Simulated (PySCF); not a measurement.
## Electron correlation in Hg(70+) (mercury, charge +70)

Starting occupation: [Ne]. Calculation: PySCF 2.14, in an uncontracted even-tempered set (16 s from 14 bohr⁻², ratio 2.6; 14 p from 18 bohr⁻², ratio 2.6; 6 d from 19 bohr⁻², ratio 2.8; 3 f from 390 bohr⁻², ratio 2.8); X2C-1e with screened-nucleus spin-orbit coupling, Gaussian nucleus. Frozen: 1s2; 8 electrons correlated; the 50 highest virtual spinors left out.

MP2 pair energies summed by pair of shells (mhartree):

```json
{"pair": "2p1/2-2p3/2", "energy": "-109.21", "share (%)": "32.8"}
{"pair": "2p3/2-2p3/2", "energy": "-101.42", "share (%)": "30.5"}
{"pair": "2p3/2-2s1/2", "energy": "-52.76", "share (%)": "15.9"}
{"pair": "2p1/2-2s1/2", "energy": "-29.28", "share (%)": "8.8"}
{"pair": "2p1/2-2p1/2", "energy": "-25.78", "share (%)": "7.7"}
{"pair": "2s1/2-2s1/2", "energy": "-14.24", "share (%)": "4.3"}
```

Total MP2 correlation energy: -332.70 mhartree.

The virtual space was cut to 52 spinors, which keep -274.92 of the -332.70 mhartree of MP2 correlation.

| level | correlation energy (mhartree) |
| --- | --- |
| CCSD | -275.71 |
| (T) | -0.02 |
| CCSD(T) | -275.73 |

Diagnostics: T1 = 1.5e-05, largest double amplitude 0.002.

Cost of the coupled-cluster step: roughly 13 core-seconds, for 8 occupied and 52 virtual spinors.

The coupled-cluster values are those of the cut space; adding the MP2 remainder, -57.78 mhartree, estimates the full space.

At this charge the one-electron X2C treatment keeps the bare 1/r₁₂, with no two-electron picture change or Breit term. The effect here is smaller than on the frozen 1s shell.
